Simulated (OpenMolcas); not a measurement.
Ag4+ among 6 point charges of -1.7 e arranged as an octahedron (Oh).

| Item | Value |
| --- | --- |
| Program | OpenMolcas |
| Method | CASSCF |
| Basis | ANO-RCC-VDZP [6s5p3d1f] |
| Scalar Hamiltonian | DKH2, point nucleus |
| Active space | 7 electrons in 5 orbitals (4d) |
| State averaging | 2S+1 = 4 even, 10 roots; 2S+1 = 2 even, 40 roots |
| Spin-orbit coupling | state interaction with AMFI integrals over the reference wave functions |

All point charges move together. At R = 2.1 Å |10Dq| is 3827 cm-1, and at R = 2.46 Å it is 1805 cm-1.

**Question.** A third run gives 3008 cm-1. What distance was it run at?

**Answer.** With a power law R^-n the two known points give n = -ln(1805 / 3827) / ln(2.46 / 2.1) = 4.75. Then R = 2.1 × (3827 / 3008)^(1/4.75) = 2.209 Å. The run was at 2.21 Å, so the estimate is off by -0.001 Å.

An orbital triplet at a regular site is open to Jahn-Teller coupling, which can distort the site and quench the lowest spin-orbit gaps and is left out. Without dynamic correlation the repulsion within the d shell is too large (B by tens of per cent), so at a given field states of lower spin stand too high. Point charges give a weaker field than real ligands, and real ions of this kind are as a rule low spin; the high spin found here belongs to the model. This field is weak: 10Dq is about 3827 cm-1, while octahedral complexes of 4d ions of charge 3 and more, computed by the same method with explicit ligands, had a median near 25000 cm-1. Ground spin and moment need not be those of a real site (figures for R = 2.1; the like holds for R = 2.21, R = 2.46). The ground term spreads over less than 5000 cm-1, several times less than with real ligands, so orbital moments are less quenched and χT lies further from the spin-only value than at real sites (holds for R = 2.46). Point charges carry no covalency, so the field is a model and not that of real ligands. No measured value stands beside these numbers.
